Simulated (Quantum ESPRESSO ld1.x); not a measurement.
Results of a calculation; reference values are marked as such.
The mean radii <r> (bohr) of the occupied orbitals of an atom or ion are listed with their occupations. Code: ld1.x of Quantum ESPRESSO 7.5. Model: scalar-relativistic Kohn-Sham, relativistic LDA (MacDonald-Vosko exchange, VWN5 correlation), spin-unpolarised, spherical densities, point nucleus.

| orbital | occ. | <r> |
|---|---|---|
| 1s | 2 | 0.01781 |
| 2s | 2 | 0.07517 |
| 2p | 6 | 0.06745 |
| 3s | 2 | 0.1944 |
| 3p | 6 | 0.1948 |
| 3d | 10 | 0.1762 |
| 4s | 2 | 0.4278 |
| 4p | 6 | 0.4520 |
| 4d | 10 | 0.4726 |
| 4f | 11 | 0.4879 |

Name the element and its charge.

Answer. Z = 76, osmium, charge +19: Os19+ in [Kr] 4d10 4f11. The 1s radius gives Z: for a bare nucleus <r> = (2 gamma + 1)/(2Z) with gamma = sqrt(1 - (Z/c)^2), 0.01753 bohr for Z = 76, and screening makes it slightly larger (0.01781 here). The occupations add up to 57, and the charge is Z minus that.
